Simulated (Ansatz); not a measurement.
Consider the substitution at a C–I bond: `O/C([SiH3])=C\I` + HCl → `O/C([SiH3])=C\Cl` + HI.

Program: Ansatz. Geometries: PBE0-D4/def2-TZVP. ΔE: electronic, gas phase. CCSD(T)/CBS is the MP2 limit (def2-TZVPP, def2-QZVPP) plus CCSD(T) − MP2 in def2-TZVPP, frozen cores. This one scheme is used for every species. Double bonds are as drawn, so ΔE can hold a change between cis and trans. Functionals use def2-TZVPP. Elements past krypton have def2 core potentials. For I outer-core shells are correlated without core-valence functions, which leaves a few kJ/mol of doubt a bond. One conformer a species, not always the lowest.

| level | ΔE (kcal/mol) |
| --- | --- |
| ωB97X-V | 2.8 |
| PBE0 | 2.9 |
| HF/def2-TZVPP | 1.6 |
| SCS-MP2/def2-TZVPP | 5.5 |
| CCSD/def2-TZVPP | 4.3 |
| CCSD(T)/def2-TZVPP | 4.9 |
| HF/def2-QZVPP | 1.7 |
| HF/CBS(def2) | 1.7 |

(1) What does CCSD(T)/CBS give? (An estimate is asked.)

Largest T1 diagnostic among the species: 0.013.

Answers

(1) The calculation gave: +5.5 kcal/mol. The listed levels differ from it by -2.7, -2.6, -3.9, 0.0, -1.2, -0.6, -3.8, -3.8 kcal/mol.

The D4 term adds +1.1 kcal/mol with B3LYP and +0.6 kcal/mol with PBE0; it sums over pairs of atoms, weighted by their polarisabilities, and B3LYP, whose exchange is more repulsive, gets the larger term. In def2-TZVPP, CCSD(T) changes the Hartree–Fock value by +3.3 kcal/mol (the triples alone add +0.6 kcal/mol) and MP2 by +4.9 kcal/mol.

CCSD(T)/CBS has its own doubt, a few kJ/mol and more with outer-core shells, so smaller differences from it don't rank the levels.

B3LYP here is the variant with VWN-RPA as its local correlation; programs differ in this.
